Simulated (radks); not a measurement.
Values are calculated unless marked as measured or tabulated.
Removal energies from the zinc ion Zn2+, [Ar] 3d10, by Delta-SCF beside the eigenvalue of the level emptied. Code: a radial shooting solver on a logarithmic mesh with Libxc functionals. Model: scalar-relativistic Kohn-Sham, BLYP, spin-polarised, spherical densities, finite nucleus; Fermi nuclear charge, rms radius of each element as measured or else 0.836 A^(1/3) + 0.57 fm. Open shells are filled with parallel spins first.

removed from,final configuration,Delta-SCF (eV),-eigenvalue (eV)
3d,[Ar] 3d9,40.253,30.888
3p,[Ne] 3s2 3p5 3d10,114.46,104.24
3s,[Ne] 3s1 3p6 3d10,160.35,149.95
2p,[He] 2s2 2p5 3s2 3p6 3d10,1056.2,1025.2
